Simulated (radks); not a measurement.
Question: Species: the holmium ion Ho45+. Configuration: [Ne] 3s2 3p5 3d4 4f1 (not the ground configuration). All-electron calculation, scalar-relativistic Kohn-Sham, PBE, spin-polarised, spherical densities, point nucleus; open shells are filled with parallel spins first (spin-orbit coupling, left out, can overturn this in heavy ions). Program: a radial shooting solver on a logarithmic mesh with Libxc functionals. Some entries of the table are withheld. Estimate them.

| orbital | occ. | eigenvalue (hartree) | <1/r> (bohr^-1) | r(max) (bohr) |
|---|---|---|---|---|
| 1s up | 1 | -2139.412 | 76.08 | 0.01311 |
| 1s down | 1 | -2139.297 | 76.08 | 0.01311 |
| 2s up | 1 | -438.1210 | 17.81 | 0.07439 |
| 2s down | 1 | -437.3589 | 17.83 | 0.07434 |
| 2p up | 3 | -399.7302 | 16.48 | 0.06039 |
| 2p down | 3 | -399.0883 | 16.50 | 0.06034 |
| 3s up | 1 | (1) | 6.970 | 0.2041 |
| 3s down | 1 | (2) | 6.947 | 0.2043 |
| 3p up | 3 | -149.7293 | 6.563 | 0.1990 |
| 3p down | 2 | -148.5595 | 6.540 | 0.1992 |
| 3d up | 4 | (3) | 6.240 | 0.1594 |
| 3d down | 0 | (4) | 6.231 | 0.1595 |
| 4f up | 1 | -67.92460 | 3.103 | 0.3221 |
| 4f down | 0 | -67.20509 | 3.081 | 0.3250 |

Answer: 
(1) 3s up eigenvalue (hartree): -161.4121
(2) 3s down eigenvalue (hartree): -160.2618
(3) 3d up eigenvalue (hartree): -136.9094
(4) 3d down eigenvalue (hartree): -135.6032
